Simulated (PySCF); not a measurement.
Ligands exchanged one at a time, B H-SiH3. Isolated molecules, 0 K electronic values unless said otherwise. Strings in code marks are SMILES.

The numbers are results of PBE-D3(BJ)/def2-TZVP // B3LYP-D3(BJ)/def2-TZVP in PySCF, not measurements. All candidates: neutral, multiplicity 1. Excitations are Tamm–Dancoff values on a coarser integration grid. The basis has no diffuse functions, so Rydberg states are missing or too high.

```json
{
  "HOMO": "-7.24 eV",
  "T1 excitation (TDA)": "3.15 eV",
  "LUMO": "-3.49 eV"
}
```

Q: Identify which member has these values.
A. `B[SiH3]`
B. `[SiH3]B[SiH3]`
C. `[SiH3]B([SiH3])[SiH3]`

A: A, `B[SiH3]`. The others give `[SiH3]B([SiH3])[SiH3]`: -6.84 eV, 2.34 eV, -4.06 eV; `[SiH3]B[SiH3]`: -6.85 eV, 2.52 eV, -3.83 eV
